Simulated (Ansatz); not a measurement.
System: ZnH₂, charge 0, multiplicity 1. 
Structure (B3LYP-D3(BJ)/def2-TZVP (Ansatz, a quantum-chemistry and plane-wave program) minimum search):
```xyz
3

Zn     0.0000     0.0000     0.0000
H      0.0000     0.0000    -1.5440
H      0.0000     0.0000     1.5440
```
Charge 0, spin multiplicity 1.

Quantity: atomisation energy (electronic, to ground-state atoms), in kcal/mol. Correlated levels leave the core frozen unless marked. Open shells are spin-unrestricted. Spin-orbit coupling is left out. The frozen core is the preceding noble-gas configuration, with the filled d and f shells of earlier blocks. No relativistic terms. The coupled-cluster limit lacks core correlation, which all-electron functionals hold. CBS(X,Y): correlation extrapolated as X^-3; Hartree-Fock from the larger set.

| level | program | atomisation energy (kcal/mol) |
|---|---|---|
| r2SCAN0/def2-TZVPD | Ansatz | 106.8 |
| SCS-MP2/def2-SVPD | Ansatz | 106.6 |

Q: Estimate the value at CCSD(T)/CBS(def2-TZVPPD,def2-QZVPPD) as computed with Ansatz.

A: 104.4 kcal/mol
